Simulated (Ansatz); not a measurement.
Ansatz (a first-principles code) input:

Ansatz 0.2 input:
```yaml
crystal:
  periodic: [false, false, false]
  atoms:
    - {symbol: C, position_ang: [1.99228854, -0.09195119, 0.96234920]}
    - {symbol: C, position_ang: [1.20687628, 0.90190802, 0.07780046]}
    - {symbol: C, position_ang: [0.59290912, 0.29688880, -1.14953253]}
    - {symbol: C, position_ang: [-0.59052611, -0.44122386, -1.19928913]}
    - {symbol: C, position_ang: [-1.62455388, -0.69215885, -0.30636901]}
    - {symbol: C, position_ang: [-1.80338762, -0.04881995, 1.03810323]}
    - {symbol: H, position_ang: [2.41902068, 0.39015500, 1.85637337]}
    - {symbol: H, position_ang: [1.33321412, -0.89946778, 1.28829746]}
    - {symbol: H, position_ang: [2.80880695, -0.54655131, 0.39190038]}
    - {symbol: H, position_ang: [0.44778507, 1.37126697, 0.71365969]}
    - {symbol: H, position_ang: [1.89840883, 1.71056566, -0.20469185]}
    - {symbol: H, position_ang: [1.25260245, 0.22428938, -2.01146973]}
    - {symbol: H, position_ang: [-0.74060625, -0.93097859, -2.16595813]}
    - {symbol: H, position_ang: [-2.47478457, -1.25590076, -0.67793171]}
    - {symbol: H, position_ang: [-0.92694938, -0.14834787, 1.69873815]}
    - {symbol: H, position_ang: [-2.01165158, 1.03805621, 0.99895573]}
    - {symbol: H, position_ang: [-2.64748429, -0.50094495, 1.57375317]}
basis:
  gaussian:
    orbitals: def2-TZVP
hamiltonian:
  xc: b3lyp
  dispersion: d3bj
total_charge: -1
phonons: {temperatures: {t_min: 298.15, t_max: 298.15, t_step: 100}}
```

Problem. Which total energy does the run end on?

Solution. -235.32845 Eh (B3LYP-D3(BJ)/def2-TZVP). The basis has 252 functions.

It need not be the lowest isomer of its formula. Whether it binds its extra electron was not tested at this geometry.
